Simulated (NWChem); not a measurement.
System: ZnBr2; SMILES [Br][Zn][Br]

Output (shortened):

```
             Northwest Computational Chemistry Package (NWChem) 7.3.0
             --------------------------------------------------------

 C2V symmetry detected

                             Geometry "geometry" -> ""
                             -------------------------

 Output coordinates in angstroms (scale by  1.889725989 to convert to a.u.)

  No.       Tag          Charge          X              Y              Z
 ---- ---------------- ---------- -------------- -------------- --------------
    1 Zn                  30.0000     0.00000000     0.00000000     0.01013530
    2 Br                  35.0000     2.23717100     0.00000000    -0.00434370
    3 Br                  35.0000    -2.23717100     0.00000000    -0.00434370

 Effective nuclear repulsion energy (a.u.)     641.6004922015

      Symmetry information
      --------------------

 Group name             C2v
 Group number             16
 Group order               4
 No. of unique centers     2

  pbe96 is a nonlocal functional; adding pw91lda local functional.

                                 NWChem DFT Module
                                 -----------------

 Summary of "ao basis" -> "ao basis" (spherical)
 ------------------------------------------------------------------------------
       Tag                 Description            Shells   Functions and Types
 ---------------- ------------------------------  ------  ---------------------
 Zn                         def2-svp                11       31   5s3p2d1f
 Br                         def2-svp                12       32   5s4p3d

      Symmetry analysis of basis
      --------------------------

        a1         36
        a2         13
        b1         29
        b2         17

            General Information
            -------------------
          SCF calculation type: DFT
          Wavefunction type:  closed shell.
          No. of atoms     :     3
          No. of electrons :   100
           Alpha electrons :    50
            Beta electrons :    50
          Charge           :     0
          Spin multiplicity:     1
          Use of symmetry is: on ; symmetry adaption is: on
          Maximum number of iterations: 150
          AO basis - number of functions:    95
                     number of shells:    35
          Convergence on energy requested:  1.00D-06
          Convergence on density requested:  1.00D-05
          Convergence on gradient requested:  5.00D-04

              XC Information
              --------------
          PerdewBurkeErnzerhof Exchange Functional  1.000
            Perdew 1991 LDA Correlation Functional  1.000 local
           PerdewBurkeErnz. Correlation Functional  1.000 non-local

             Grid Information
             ----------------
          Grid used for XC integration:  xfine
          Radial quadrature: Mura-Knowles
          Angular quadrature: Lebedev.
          Tag              B.-S. Rad. Rad. Pts. Rad. Cut. Ang. Pts.
          ---              ---------- --------- --------- ---------
          Zn                  1.35      160           9.0      1454
          Br                  1.15      160          12.0      1454
          Grid pruning is: on
          Number of quadrature shells:   320
          Spatial weights used:  Erf1

      Superposition of Atomic Density Guess
      -------------------------------------

 Sum of atomic energies:       -6921.73309696

      Non-variational initial energy
      ------------------------------

 Total energy =   -6922.174053
 1-e energy   =  -10929.582214
 2-e energy   =    3365.807669
 HOMO         =      -0.397336
 LUMO         =      -0.040116

      Symmetry analysis of molecular orbitals - initial
      -------------------------------------------------

 !! scf_movecs_sym_adapt:    2 vectors were symmetry contaminated

  Symmetry fudging
  Numbering of irreducible representations:

     1 a1          2 a2          3 b1          4 b2

  Orbital symmetries:

     1 a1          2 b1          3 a1          4 a1          5 b1
     6 a1          7 b1          8 b2          9 a1         10 b1
    11 a2         12 a1         13 b1         14 a1         15 b2
    16 a1         17 b1         18 a1         19 b1         20 a1
    21 b2         22 a2         23 b1         24 a1         25 b1
    26 a1         27 b2         28 a1         29 b1         30 a1
    31 b2         32 a2         33 b1         34 a1         35 b2
    36 a2         37 b1         38 a1         39 b1         40 a1
    41 b1         42 a2         43 a1         44 b2         45 a1
    46 b1         47 b2         48 a1         49 a2         50 b1
    51 a1         52 a1         53 b2         54 a1         55 b1
    56 b1         57 a1         58 a2         59 b1         60 a1

   convergence    iter        energy       DeltaE   RMS-Dens  Diis-err
 ---------------- ----- ----------------- --------- --------- ---------
 d= 0,ls=0.0,diis     1  -6925.8287741687 -7.57D+03  1.90D-02  5.75D-01
 d= 0,ls=0.0,diis     2  -6925.7844978649  4.43D-02  1.24D-02  7.57D-01
 d= 0,ls=0.0,diis     3  -6925.8818047691 -9.73D-02  2.99D-03  7.56D-02

 !! scf_movecs_sym_adapt:    2 vectors were symmetry contaminated

  Symmetry fudging
 d= 0,ls=0.0,diis     4  -6925.8902599358 -8.46D-03  5.72D-04  2.15D-02
 d= 0,ls=0.0,diis     5  -6925.8914818980 -1.22D-03  2.12D-04  3.13D-04
  Resetting Diis
 d= 0,ls=0.0,diis     6  -6925.8915258854 -4.40D-05  1.94D-05  2.13D-06
 d= 0,ls=0.0,diis     7  -6925.8915262022 -3.17D-07  9.82D-06  2.95D-07

         Total DFT energy =    -6925.891526202200
      One electron energy =   -10925.901695803605
           Coulomb energy =     3611.185215234005
    Exchange-Corr. energy =     -252.775537834078
 Nuclear repulsion energy =      641.600492201477

 Numeric. integr. density =      100.000000384600

                  Occupations of the irreducible representations
                  ----------------------------------------------

                     irrep           alpha         beta
                     --------     --------     --------
                     a1               20.0         20.0
                     a2                6.0          6.0
                     b1               16.0         16.0
                     b2                8.0          8.0

                       DFT Final Molecular Orbital Analysis
                       ------------------------------------

 Vector   48  Occ=2.000000D+00  E=-2.711770D-01  Symmetry=a1
              MO Center=  2.0D-14, -3.2D-16, -2.2D-03, r^2= 6.0D+00
   Bfn.  Coefficient  Atom+Function         Bfn.  Coefficient  Atom+Function
  ----- ------------  ---------------      ----- ------------  ---------------
    48      0.409544  2 Br pz                80      0.409544  3 Br pz
    45      0.360935  2 Br pz                77      0.360935  3 Br pz
    42     -0.241981  2 Br pz                74     -0.241981  3 Br pz
    14      0.169240  1 Zn pz                39      0.078756  2 Br pz
    71      0.078756  3 Br pz                11     -0.065502  1 Zn pz

 Vector   49  Occ=2.000000D+00  E=-2.572028D-01  Symmetry=a2
              MO Center=  2.1D-14,  9.0D-14, -3.9D-03, r^2= 6.3D+00
   Bfn.  Coefficient  Atom+Function         Bfn.  Coefficient  Atom+Function
  ----- ------------  ---------------      ----- ------------  ---------------
    47      0.435519  2 Br py                79     -0.435519  3 Br py
    44      0.374397  2 Br py                76     -0.374397  3 Br py
    41     -0.250650  2 Br py                73      0.250650  3 Br py
    15     -0.155412  1 Zn d -2              38      0.081546  2 Br py
    70     -0.081546  3 Br py                20     -0.034960  1 Zn d -2

 Vector   50  Occ=2.000000D+00  E=-2.572022D-01  Symmetry=b1
              MO Center= -6.6D-15, -1.2D-13, -3.8D-03, r^2= 6.3D+00
   Bfn.  Coefficient  Atom+Function         Bfn.  Coefficient  Atom+Function
  ----- ------------  ---------------      ----- ------------  ---------------
    48      0.435494  2 Br pz                80     -0.435494  3 Br pz
    45      0.374376  2 Br pz                77     -0.374376  3 Br pz
    42     -0.250636  2 Br pz                74      0.250636  3 Br pz
    18      0.155414  1 Zn d  1              39      0.081541  2 Br pz
    71     -0.081541  3 Br pz                23      0.034961  1 Zn d  1

 Vector   51  Occ=0.000000D+00  E=-9.116629D-02  Symmetry=a1
              MO Center= -6.2D-15,  1.9D-17,  2.0D-02, r^2= 4.9D+00
   Bfn.  Coefficient  Atom+Function         Bfn.  Coefficient  Atom+Function
  ----- ------------  ---------------      ----- ------------  ---------------
     4      0.807045  1 Zn s                  5      0.508910  1 Zn s
    46      0.438300  2 Br px                78     -0.438300  3 Br px
     3     -0.314984  1 Zn s                 43      0.272361  2 Br px
    75     -0.272361  3 Br px                35     -0.224642  2 Br s
    67     -0.224642  3 Br s                 36     -0.204882  2 Br s

[...]

                         DFT ENERGY GRADIENTS

    atom               coordinates                        gradient
                 x          y          z           x          y          z
   1 Zn      0.000000   0.000000   0.019153    0.000000   0.000000   0.000270
   2 Br      4.227640   0.000000  -0.008208   -0.000261   0.000000  -0.000135
   3 Br     -4.227640   0.000000  -0.008208    0.000261   0.000000  -0.000135
```

Level: PBE/def2-SVP. Coordinates come from a PBE-D3(BJ)/def2-SVP optimisation.

Task: Reconstruct the input file.

Result: One answer among several that fit: the input that was run:
```
start job
memory heap 200 mb stack 900 mb global 1100 mb
geometry units angstroms noautoz
  Zn     0.000000     0.000000     0.010410
  Br     2.237171     0.000000    -0.004069
  Br    -2.237171     0.000000    -0.004069
end
basis spherical
  Zn library def2-svp
  Br library def2-svp
end
dft
  xc xpbe96 cpbe96
  iterations 150
  grid xfine
end
task dft gradient
```
